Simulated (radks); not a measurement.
Results of a calculation; reference values are marked as such.
Task: Coherent X-ray form factor from a spherical all-electron density. Level of theory: scalar-relativistic Kohn-Sham, PBEsol, spin-polarised, spherical densities, point nucleus (a radial shooting solver on a logarithmic mesh with Libxc functionals).

| sin(theta)/lambda (1/angstrom) | f0 (electrons) |
|---|---|
| 0.05 | 15.923 |
| 0.1 | 15.695 |
| 0.15 | 15.329 |
| 0.2 | 14.843 |
| 0.25 | 14.261 |
| 0.3 | 13.610 |
| 0.4 | 12.207 |
| 0.5 | 10.827 |
| 0.6 | 9.600 |
| 0.8 | 7.776 |
| 1 | 6.632 |
| 1.25 | 5.633 |
| 1.5 | 4.755 |
| 2 | 3.221 |

The species is in the configuration that NIST lists as its ground one. Which atom or ion scatters so?

Result: The iron ion Fe10+, [Ne] 3s2 3p4. Extrapolating in s^2 from the first two rows gives f0(0) = 16.0, near the electron count 16; among species with that count, the fall with angle is slower the higher Z, and the table is that of Z = 26; from so few rows the species is fixed only to a neighbour or two.
